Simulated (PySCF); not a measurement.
# How the method changes the shape and vibrations of BCFH2Si

These are calculations, not measurements. They come from PySCF 2.14.0, an open-source quantum chemistry program, on an isolated molecule that a program drew, which may never have been made. The molecule is BCFH2Si (charge 0, singlet), drawn as the SMILES string `B=C[Si]F`.

The geometry was optimised and harmonic frequencies were computed with HF and MP2, all in the cc-pV(D+d)Z basis, for the commonest isotopes, with a restricted reference for singlets and an unrestricted one otherwise, and a frozen core in MP2. Each result is a local minimum of its method.

Geometry at the HF minimum:
```xyz
6
BCFH2Si, angstrom
B    -1.0998    0.3849   -0.3584
C    -0.0835    0.7125    0.5239
Si   -0.6194    2.0387    1.6904
F    -2.1659    2.2497    1.1216
H    -2.0043    0.1586   -1.0720
H     0.9158    0.3041    0.5954
```

Lengths of the bonds as drawn, in Å (atoms numbered as above):
```
bond,HF,MP2
B1-C2,1.385,1.389
C2-Si3,1.846,1.873
Si3-F4,1.661,1.675
B1-H5,1.174,1.184
C2-H6,1.082,1.089
```

Rotational constants, in GHz:
```
constant,HF,MP2
A,11.03,10.86
B,6.096,6.097
C,3.926,3.905
```

Harmonic frequencies in cm^-1, each column in rising order, so a row needn't be the same motion in every method:
```
rank,HF,MP2
1,157,126
2,167,176
3,360,296
4,652,?
5,715,672
6,767,727
7,806,740
8,858,822
9,1025,892
10,1517,1483
11,2957,2871
12,3373,3318
```

**Estimate the missing MP2 frequency from the HF column.**

A single factor s that minimises the squared misfit of MP2 against s times HF over the other rows is sum(HF x MP2) / sum(HF^2) = 0.9694, with an rms misfit of 42 cm^-1. For rank 4 it gives 0.9694 x 652 = 632 cm^-1. The calculation gives 577 cm^-1, 55 cm^-1 below the estimate. The drawn bonds are on average 0.8 % longer in MP2 than in HF.
